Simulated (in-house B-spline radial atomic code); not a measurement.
**LC-wPBE excitations of Sb VI (Sb5+)**

Method: LC-wPBE. Computed with an all-electron radial atomic-structure program (B-spline basis): linear response of the closed shell [Kr] 4d10 with the functional's adiabatic kernel; scalar-relativistic (spin-free one-electron X2C), finite nucleus, no spin-orbit coupling, no double excitations, S, P, D and F terms only; shells from n = 2 respond. Only terms of natural parity with L up to 3 were computed.

Command:
```bash
python run_td.py task.json out
```
Settings (radii: box in bohr, nucleus in fm):
```
Z                        51
electrons                46
configuration            [Kr] 4d10
hamiltonian              x2c
method                   lc_wpbe
box_radius               16.35
rms_radius               4.6802
intervals                70
```

Cost of the run: 3.4 s on 1 thread of Intel(R) Xeon(R) Platinum 8259CL CPU @ 2.50GHz (Skylake/Cascade Lake), with other jobs on the host.

The lowest states, in the order of their Tamm-Dancoff energies; the method's threshold (minus the highest occupied level) is 95.07 eV. Labels give the largest channel, * marks a mixed state, and oscillator strengths are full-response dipole values. Semilocal kernels can invert the small singlet-triplet splittings of Rydberg terms. Energies in eV:

| state | full response | Tamm-Dancoff | oscillator strength |
| --- | --- | --- | --- |
| 4d → 5s 3D | 28.535 | 28.554 | - |
| 4d → 5s 1D | 29.336 | 29.348 | - |
| 4d → 5p 3P | 39.92 | 39.95 | - |
| 4d → 5p 3F | 40.13 | 40.14 | - |
| 4d → 5p 1F | 40.59 | 40.59 | - |
| 4d → 5p 1P | 41.59 | 41.66 | 0.904 |
| 4d → 5d 3S | 55.75 | 55.77 | - |
| 4d → 5d 3D | 56.31 | 56.31 | - |
| 4d → 5d 1D | 56.74 | 56.75 | - |
| 4d → 4f 3P | 59.01 | 59.05 | - |
| 4d → 4f 3F | ? | ? | - |
| 4d → 6s 3D | 60.32 | 60.33 | - |
| 4d → 5d 1S | 59.95 | 60.35 | - |
| 4d → 6s 1D | 60.51 | 60.51 | - |
| 4d → 4f 1F | 61.01 | 61.03 | - |
| 4d → 6p 3P | ? | ? | - |

(1) Where does 4d → 4f 3F lie?

(2) Where does 4d → 6p 3P lie?

(3) How large is the singlet-triplet splitting of 4d → 5s (D terms) in Tamm-Dancoff?

(4) What polarisabilities and dispersion coefficient does the method give?

## Answers

(1) At 59.70 eV in full response, 59.73 eV in Tamm-Dancoff.

(2) At 64.70 eV in full response, 64.70 eV in Tamm-Dancoff.

(3) 0.794 eV, from the unrounded values.

(4) Dipole 1.754 bohr³, quadrupole 3.003 bohr⁵, C6 6.047 hartree·bohr⁶ for two such species.
